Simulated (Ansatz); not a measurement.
```xyz
7

O     0.241   -1.069   -0.986
Ti   -0.325    0.081    0.228
O     0.824    1.428    0.341
F    -1.909    0.693   -0.211
Cl   -0.477   -0.948    2.175
H    -0.082   -1.736   -1.592
H     1.727    1.551    0.045
```

Total charge 0; spin multiplicity 1.

Q: List the r2SCAN/def2-TZVPP orbital energies in eV (Ansatz). (Best estimate.)

A: Ansatz gave: Occupied: -4857.67, -2752.99, -666.11, -539.71, -516.66, -516.49, -449.82, -449.79, -449.79, -254.39, -192.87, -192.82, -192.82, -64.83, -41.10, -40.95, -40.78, -30.04, -26.30, -26.09, -20.60, -13.53, -13.25, -11.31, -10.78, -10.70, -9.70, -9.42, -9.24, -9.00, -8.93, -8.12, -7.99. Lowest empty: -3.27, -3.04, -2.36, -2.01, -1.81, -0.19, 1.14, 1.93.
